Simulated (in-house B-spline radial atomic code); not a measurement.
Ionisation energies along the 40-electron series, configuration [Kr] 4d4, as differences of self-consistent energies. NIST's values go from ground level to ground level; the uncertainty of those that are theory runs from under 0.1 % in few-electron ions to several per cent in heavy many-electron ones. Computed with a B-spline radial code for spherical atoms: non-relativistic Hartree-Fock, average of the configuration, point nuclei.

This level leaves out relativity, spin-orbit splitting included, which matters for heavy ions.

| ion | configuration after | ionisation energy (eV) | IE/(q+1)² (eV) | -ε less Coulomb ΔSCF (eV) | tabulated value (eV) | tabulated kind | computed minus tabulated (eV) |
| --- | --- | --- | --- | --- | --- | --- | --- |
| Nb+ | [Kr] 4d3 | 12.69 | 3.1732 | 1.0564 | 14.32 | semi-empirical | -1.63 |
| Mo2+ | [Kr] 4d3 | 25.65 | 2.8497 | 0.97579 | 27.13 | semi-empirical | -1.48 |
| Tc3+ | [Kr] 4d3 | ? | ? | ? | ? | tabulated theory | ? |
| Ru4+ | [Kr] 4d3 | ? | ? | ? | ? | tabulated theory | ? |
| Rh5+ | [Kr] 4d3 | 78.72 | 2.1868 | 0.93944 | 80 | tabulated theory | -1.28 |
| Pd6+ | [Kr] 4d3 | 100.58 | 2.0527 | 0.94246 | 101 | tabulated theory | -0.42 |
| Ag7+ | [Kr] 4d3 | 124.40 | 1.9437 | 0.94733 | 125 | tabulated theory | -0.60 |
| Cd8+ | [Kr] 4d3 | 150.12 | 1.8533 | 0.95317 | 150 | tabulated theory | 0.12 |

(1) Fill in the row of Tc3+.

(2) Fill in the row of Ru4+.

Answers

(1) ionisation energy (eV): 41.14; IE/(q+1)² (eV): 2.571; -ε less Coulomb ΔSCF (eV): 0.94852; tabulated value (eV): 41; computed minus tabulated (eV): 0.14.

(2) ionisation energy (eV): 58.88; IE/(q+1)² (eV): 2.3551; -ε less Coulomb ΔSCF (eV): 0.94007; tabulated value (eV): 59; computed minus tabulated (eV): -0.12.
